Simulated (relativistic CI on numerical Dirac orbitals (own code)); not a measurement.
Fe2+ in a cubic cluster: L2,3 absorption with charge transfer

Computed with a charge-transfer multiplet model of a cubic metal-ligand cluster with up to 2 ligand holes, Slater and spin-orbit integrals from Dirac-Coulomb-Breit ions, Slater integrals scaled by 0.8. The ground state mixes d6 with configurations of k ligand holes L, whose averages lie at kΔ + k(k − 1)U_dd/2; a core hole lowers each added d electron by U_cd. 20 K, Lorentzian 0.4 eV and Gaussian 0.3 eV FWHM.

Atomic integrals in eV (Slater integrals scaled, ζ unscaled), ground: F2dd 8.723, F4dd 5.416, zeta_d 0.049; with the core hole: F2dd 9.374, F4dd 5.826, zeta_d 0.067, zeta_core 8.135, F2cd 5.460, G1cd 4.059, G3cd 2.306.

Cluster parameters (eV): Δ = 5, U_dd = 5.6, 10Dq = 1, 10Dq(ligand) = 1.6, V(eg) = 2.8, V(t2g) = -1.39, final-state hopping factor = 0.9.

Weights, n_d and S are thermal averages at 20 K. Photon energies count from the first peak over 30 % of the highest in each spectrum, which can be another peak from case to case. The parameters are a model scan and need not match a compound or its usual spin state. Peaks in eV (height, largest 100): -1.4 (7), 0.0 (100), 1.9 (27), 4.4 (6), 12.1 (57), 13.3 (17).

Which parameters give this spectrum?
A. U_cd = 5.2 eV
B. U_cd = 8.2 eV
C. U_cd = 4.6 eV
D. U_cd = 6.4 eV
E. U_cd = 7.6 eV

B. U_cd = 8.2 eV; the ground state then has 6.49 d electrons and S = 0.04. The choice follows from running the model for each set and comparing peak positions and heights.
